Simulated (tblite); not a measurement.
Species: nickel difluoride, NiF₂ (triplet state).
Atom-mapped SMILES: `[F:1][Ni:2][F:3]`

Computed with GFN2-xTB (tblite), gas phase: L-BFGS steps from a force-field or distance-geometry start until the largest atomic force falls under 0.01 eV/Å.

Step 0: E = -387.0016 eV
```
atom  x, y, z in Å  |  force x, y, z in eV/Å
F1     -1.6871    0.5144   -0.0026    1.932  -1.382  -0.012
Ni2    -0.0296   -0.5471   -0.0115    0.135   2.561   0.029
F3      1.7282    0.3405    0.0016   -2.066  -1.180  -0.017
```

Step 1: E = -387.2443 eV
```
atom  x, y, z in Å  |  force x, y, z in eV/Å
F1     -1.6595    0.4946   -0.0028    1.721  -1.240  -0.011
Ni2    -0.0277   -0.5105   -0.0111    0.122   2.301   0.026
F3      1.6987    0.3237    0.0014   -1.843  -1.061  -0.015
```

**Question.** Estimate the geometry and energy of step 2. (The exact step hangs on the optimiser's Hessian estimate; all steps are aligned on step 1, rigid shifts and turns removed.)

**Answer.** E = -387.7844 eV, largest force 1.255 eV/Å
```
atom  x, y, z in Å  |  force x, y, z in eV/Å
F1     -1.5101    0.3870   -0.0037   -1.241   0.157   0.000
Ni2    -0.0172   -0.3108   -0.0088   -0.014  -0.189  -0.002
F3      1.5387    0.2316    0.0001    1.255   0.032   0.003
```

The energy changes by -0.5401 eV. The first-order estimate −F·Δx gives -1.2440 eV and the mean of the old and new forces, exact on a quadratic surface, -0.4000 eV. The step makes an angle of 0° with the force vector and moves no atom by more than 0.200 Å.

The cost below is that of the whole relaxation. Hardware: an Arm Neoverse V1 with one thread, no GPU, shared host with 32 logical CPUs at a one-minute load of 13. Cost: under 0.1 s wall.
